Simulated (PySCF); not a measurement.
**Diatomic cations of Ca with group 12**

PBE0 with double-zeta basis sets in PySCF, for the lowest determinant that a PBE0 search found; no spin–orbit coupling. De refers to high-spin ground-configuration atoms (the charge goes to the atom of lower measured ionisation energy or higher electron affinity, which is not always the lowest computed limit). A positive dipole points towards Ca; it is taken about the centre of mass and depends on that origin.

```tsv
M	basis	charged atom	state (unpaired electrons)	Re (Å)	ωe (cm⁻¹)	De (eV)	μ (D)
Zn	def2-SVP	Ca+	doublet (σ ↑)	3.244	128	0.68	5.19
Hg	def2-SVP	Ca+	doublet (σ ↑)	3.284	98.5	0.44	9.58
```

The row for M = Cd is missing. Estimate Re, ωe and De as the mean of the rows for Zn and Hg, and compare with the calculation.

The means are 3.264 Å, 113 cm⁻¹ and 0.56 eV. PBE0 in def2-SVP gives CaCd⁺ as a doublet (σ ↑) with Re = 3.344 Å, ωe = 110 cm⁻¹, De = 0.60 eV, so the estimate is off by -8.0 pm, +3 % and -0.04 eV.

Weak bonds: CaHg⁺. Basis-set superposition, not corrected here, can be much of De in a small basis, most of all at correlated wavefunction levels. Spin–orbit coupling is left out. For an ion De counts to the pair picked by the measured ionisation energies or electron affinities, which need not be the lowest pair at this level. States were picked by a PBE0 search and need not be the measured ground states.
